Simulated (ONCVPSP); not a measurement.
**PBE ONCV dataset for O (Z = 8), scalar-relativistic all-electron reference.**

ONCVPSP 4.0.1 input, shortened (lines: element, Z, core and valence counts, functional; n l f; lmax; l rc ep ncon nbas qcut; lloc lpopt rc5 dvloc0; l nproj debl; icmod fcfact rcfact), PBE, scalar-relativistic:

```
  O 8.00    1    2        4      upf
    1    0    2.00
    2    0    1.50
    2    1    4.50
    2
    0    0.75    0.00    4    8   10.50
    1    1.20    0.00    4    9   11.40
    2    1.10    0.22    4    7   10.40
    4    5    0.60    0.00
    0    2    3.70
    1    3    2.50
    2    1    1.50
    0    0.00    0.00
```

- Cutoffs needed: 43 Ha and 54 Ha (the cutoffs (Ha) at which the residual kinetic energy of the hardest occupied pseudo-wave falls to 1 and 0.1 mHa per electron)
- Ghost test: no bound ghost flagged; no localised positive-energy state flagged
- Largest excitation error: +96 meV (all-electron minus pseudo) for 2s2 2p2, out of 4 test configurations
